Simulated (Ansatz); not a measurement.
Computed with Ansatz on PBE0-D4/def2-TZVP structures; ΔE is electronic, products minus reactants. CBS: MP2 limit from def2 TZ/QZ plus the TZ coupled-cluster correction, frozen cores. This one scheme is used for every species. Functionals use def2-TZVPP. HSE06 is defined as in plane-wave codes. Each species was taken in one conformer, which may not be the lowest.

Consider the ligand exchange at the Si–Cl bond: `F[SiH](F)O[SiH2]Cl` + H–F → `F[SiH2]O[SiH](F)F` + HCl.

`F[SiH](F)O[SiH2]Cl`:

Cartesian coordinates in Å:
```
F 1.136 1.954 -0.648
Si 0.048 0.966 -1.228
F -1.167 1.841 -1.725
O -0.483 -0.003 -0.059
Si -0.227 -0.949 1.242
Cl 1.488 -2.033 0.974
H 0.613 0.223 -2.356
H -1.357 -1.890 1.357
H -0.052 -0.111 2.444
```

H–F:

Cartesian coordinates in Å:
```
F 0.377 0.166 -0.205
H -0.377 -0.166 0.205
```

`F[SiH2]O[SiH](F)F`:

Z-matrix (Å, degrees):
```
Si
O 1 1.626
F 1 1.590 2 108.4
H 1 1.476 2 110.2 3 117.8
H 1 1.475 2 108.4 3 -117.1
Si 2 1.605 1 155.1 3 -80.7
F 6 1.581 2 109.8 1 -1.9
F 6 1.578 2 108.8 1 -118.9
H 6 1.463 2 111.7 1 120.1
```

HCl:

Z-matrix (Å, degrees):
```
Cl
H 1 1.279
```

CCSD(T)/CBS gives -44.4 kJ/mol.

Problem. Another level gave -46.4 kJ/mol. Which?
A. HSE06/def2-TZVPP
B. BLYP/def2-TZVPP
C. r2SCAN-D4/def2-TZVPP
D. CCSD/def2-TZVPP

Solution. C. r2SCAN-D4 -46.4, HSE06 -40.9, BLYP -55.0, CCSD/def2-TZVPP -50.9 kJ/mol.

Largest T1 diagnostic among the species: 0.012.

Leaving LDA and LC-ωPBE aside and taking each functional with its dispersion term where it has one, the values, not all of them listed here, spread over 19.2 kJ/mol, from CAM-B3LYP-D4 to revPBE-D4. In def2-TZVPP, CCSD(T) changes the Hartree–Fock value by +11.3 kJ/mol (the triples alone add +2.4 kJ/mol) and MP2 by +16.1 kJ/mol. The D4 term adds +6.5 kJ/mol with B3LYP and +3.5 kJ/mol with PBE0; it sums over pairs of atoms, weighted by their polarisabilities, and B3LYP, whose exchange is more repulsive, gets the larger term.

CCSD(T)/CBS has its own doubt, a few kJ/mol and more with outer-core shells, so smaller differences from it don't rank the levels.

B3LYP here is the variant with VWN-RPA as its local correlation; programs differ in this.
